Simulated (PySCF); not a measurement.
Spectra and structures to be paired. Theory: TDDFT B3LYP/def2-SVPD, vertical, gas phase, core orbitals frozen in the response in PySCF 2.14.0, density-fitted response routines. Geometries: PBE0-D3(BJ)/def2-SVP; one conformer of each isolated species. Triplets are in the Tamm–Dancoff approximation. Relativistic effects are left out although some hold elements past zinc.

A. `[Cl][Ge]([Cl])([Cl])[Br]`
B. `CO[SiH2]Br`
C. `C(F)(F)(F)C1OCCCO1`
D. `[O+]1(CCC[C@H]1CC)[BH3-]`

Lowest singlet levels (six at most, fewer where fewer were computed) with oscillator strengths:

1. 6.68 eV (f 0.011); 7.00 eV (f 0.003); 7.25 eV (f 0.014); 7.30 eV (f 0.003); 7.41 eV (f 0.017); 7.57 eV (f 0.012); T1 6.60 eV
2. 6.59 eV (f 0.023); 6.90 eV (f 0.000); 6.93 eV (f 0.020); 7.08 eV (f 0.001); 7.36 eV (f 0.003); 7.54 eV (f 0.010); T1 6.24 eV
3. 4.92 eV (f 0.007 summed over 2 states); 5.30 eV (f 0.000); 5.74 eV (f 0.047 summed over 2 states); 5.93 eV (f 0.088); 6.04 eV (f 0.034 summed over 2 states); 7.54 eV (f 0.000); T1 4.55 eV
4. 7.26 eV (f 0.012); 7.50 eV (f 0.000); 7.94 eV (f 0.023); 8.07 eV (f 0.065); 8.08 eV (f 0.001); 8.16 eV (f 0.003); T1 7.15 eV

Question: Which spectrum belongs to which structure?

Answer: 1 = D, 2 = B, 3 = A, 4 = C.
- A: S1 at 4.92 eV, HOMO-1/HOMO→LUMO (99%); Löwdin shares by element: HOMO (one of a set within 0.03 eV) bromine 73%, chlorine 21% or more; LUMO chlorine 36% or more, bromine 26%, germanium 21% (atoms not listed hold the other 18%); HOMO -8.99 and LUMO -3.04 eV; point group C3v, 2 of its 9 listed states under f = 0.0005.
- B: S1 at 6.59 eV, HOMO→LUMO (97%); Löwdin shares by element: HOMO bromine 55%, silicon 15%, oxygen 11%, hydrogen 8% or more; LUMO bromine 32%, silicon 27%, hydrogen 19% or more (atoms not listed hold the other 22%); HOMO -8.09 and LUMO -0.45 eV; point group Cs, 1 of its 6 listed states under f = 0.0005.
- C: S1 at 7.26 eV, HOMO→LUMO (97%); Löwdin shares by element: HOMO oxygen 49%, carbon 16% or more (atoms not listed hold the other 36%); LUMO carbon 33% or more, hydrogen 9% or more (atoms not listed hold the other 57%); HOMO -7.90 and LUMO 0.22 eV; point group Cs, 1 of its 6 listed states under f = 0.0005.
- D: S1 at 6.68 eV, HOMO→LUMO (97%); Löwdin shares by element: HOMO hydrogen 35% or more, boron 35%, oxygen 17%; LUMO carbon 23% or more, hydrogen 17% or more (atoms not listed hold the other 60%); HOMO -7.29 and LUMO 0.08 eV.
B and D have S1 within 0.09 eV of each other; their strongest listed levels stand at 6.59 eV (f 0.023) and 7.41 eV (f 0.017).

A slash joins orbitals within 0.01 eV of each other, whose weights are summed (≥ marks a lower bound).
